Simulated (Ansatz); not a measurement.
A search over several starts for the lowest SCF solution of the cluster Cu2Te at the given spin, in a small basis.

```yaml
crystal:
  periodic: [false, false, false]
  atoms:
    - {symbol: Cu, position_ang: [-0.249949, 0.410622, -1.404496]}
    - {symbol: Cu, position_ang: [1.011947, 0.593620, 0.909554]}
    - {symbol: Te, position_ang: [-0.761998, -1.004242, 0.494952]}
basis:
  gaussian: {orbitals: def2-SVP}
magnetization: {spin_polarized: true, initial_magnetization: 0}
hamiltonian: {xc: pbe0, dispersion: d4}
output: {orbitals: {seedname: orbitals}}
```

```sh
$ ansatz run in.yaml --threads 2 --pin off --events-out ev --progress --plain --max-ram 22528MiB --backend cpu
```

It prints (some lines left out):

```
Functional definition: PBE0
1028 factors; integrals over basis functions are off by at most 7.1e-4 eV
mean field evaluation 1: about -96544.7912 eV, gradient 4.3e1 eV
mean field evaluation 2: about -96434.7766 eV, gradient 2.0e2 eV
mean field evaluation 4: about -96549.6650 eV, gradient 8.9e0 eV
mean field evaluation 8: about -96550.3677 eV, gradient 1.4e-1 eV
mean field evaluation 16: about -96550.3678 eV, gradient 8.9e-5 eV
mean field -96550.36780621 eV, -3548.1605726884 hartree, gradient 1.8e-5 eV, S^2 0.000000; 1 other end points of the search recorded, 0 dependent functions left out
reference -96550.36784176 eV, -3548.1605739947 hartree; 41, 41 occupied and 47, 47 virtual orbitals, 1028 factors
Total energy: -96550.46516132 eV, -3548.1641504225 hartree
```

It took 5.5 s on 2 threads of AMD EPYC 7R13 on a shared host.

In the def2 sets Te takes a core potential; there is no spin–orbit coupling. The structure comes from a short search, and lower isomers may exist.
